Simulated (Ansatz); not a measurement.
A nudged elastic band was laid between two geometries of a periodic cell of 19 atoms, LiC18 (surface graphene monolayer, adsorbate Li).

Computed with DFT LDA, scalar-relativistic, plane waves, PAW (Ansatz 0.2.0). Settings: cutoff 420 eV, k mesh 2x2x1, fermi-dirac smearing 0.05 eV, spin collinear.

```json
{
  "movable images": "3",
  "climbing image": "yes",
  "spring": "2.0 to 10.0 eV/Å², energy-weighted",
  "optimiser": "quadratic models (default)",
  "start path": "IDPP",
  "force threshold": "0.03 eV/Å",
  "iteration limit": "80",
  "end points": "relaxed"
}
```

Initial state:

```xyz
19
Lattice="7.3980 0.0000 0.0000 -3.6990 6.4069 0.0000 0.0000 0.0000 12.0000" Properties=species:S:1:pos:R:3
C 0.023 0.058 1.025
C 1.256 0.770 1.025
C -1.210 2.187 1.014
C 0.029 2.902 1.014
C -2.450 4.333 1.014
C -1.210 5.048 1.014
C 2.489 0.064 1.026
C 3.722 0.770 1.025
C 1.261 2.191 1.026
C 2.489 2.906 1.025
C 0.029 4.333 1.014
C 1.261 5.044 1.026
C 4.955 0.058 1.025
C 6.188 0.764 1.026
C 3.716 2.191 1.026
C 4.948 2.902 1.014
C 2.489 4.329 1.025
C 3.716 5.044 1.026
Li -1.211 3.617 2.639
```

Final state:

```xyz
19
Lattice="7.3980 0.0000 0.0000 -3.6990 6.4069 0.0000 0.0000 0.0000 12.0000" Properties=species:S:1:pos:R:3
C 0.023 0.058 1.025
C 1.250 0.773 1.026
C -1.210 2.194 1.025
C 0.023 2.899 1.026
C -2.449 4.326 1.026
C -1.217 5.038 1.014
C 2.482 0.062 1.014
C 3.722 0.777 1.014
C 1.256 2.194 1.025
C 2.489 2.906 1.025
C 0.023 4.322 1.014
C 1.262 5.038 1.014
C 4.961 0.062 1.014
C 6.193 0.773 1.026
C 3.722 2.200 1.026
C 4.955 2.906 1.025
C 2.494 4.326 1.026
C 3.722 5.041 1.025
Li 0.022 5.753 2.639
```

Q: What changes between the two ends?

A: Contacts lost: C3–Li19, C4–Li19, C5–Li19, C16–Li19. Contacts made: C7–Li19, C8–Li19, C12–Li19, C13–Li19. The atom that moves furthest is Li19, by 2.47 Å; four of its nearest neighbours are C3 2.17, C16 2.17, C4 2.17, C5 2.17 Å at the first end and C11 2.17, C6 2.17, C12 2.17, C7 2.17 Å at the last.

Q: What energy profile does the band end with?

A: The run converged. The highest image is number 2 of 0 to 4, 0.39 eV above the ends, which have the same energy within 2 meV. By the program's own check the climbing image is of a kind that is not told: the force calls were inconclusive, a negative curvature could not be distinguished from the path's own, the only one lies far off the path, or fixed occupations may fill a level only in part (lowest curvatures found: -1.01 and 0.17 eV/Å²). Limits of this set-up: slab without dipole correction.

```tsv
image	path coordinate (Å)	energy (eV)	C3–Li19 (Å)	C4–Li19 (Å)	C5–Li19 (Å)
0	0.00	0.00	2.17	2.17	2.17
1	0.71	0.26	2.71	2.38	2.38
2	1.23	0.39	3.15	2.64	2.64
3	1.75	0.26	3.55	2.89	2.89
4	2.46	0.00	4.10	3.28	3.28
```

Q: What is the geometry of the highest image?

A: 
```xyz
19
Lattice="7.3980 0.0000 0.0000 -3.6990 6.4069 0.0000 0.0000 0.0000 12.0000" Properties=species:S:1:pos:R:3
C 0.022 0.058 1.022
C 1.253 0.771 1.025
C -1.212 2.191 1.021
C 0.023 2.901 1.004
C -2.448 4.327 1.004
C -1.215 5.044 0.942
C 2.488 0.063 1.004
C 3.723 0.773 1.021
C 1.258 2.192 1.025
C 2.489 2.905 1.022
C 0.027 4.327 0.942
C 1.260 5.043 1.004
C 4.956 0.061 1.021
C 6.189 0.769 1.029
C 3.721 2.194 1.029
C 4.953 2.903 1.021
C 2.491 4.328 1.025
C 3.719 5.043 1.025
Li -0.595 4.686 2.845
```

Run time: 110 s on 2 threads of Intel(R) Xeon(R) 6975P-C (Granite Rapids), with other jobs on the host, peak memory 1.6 GiB.
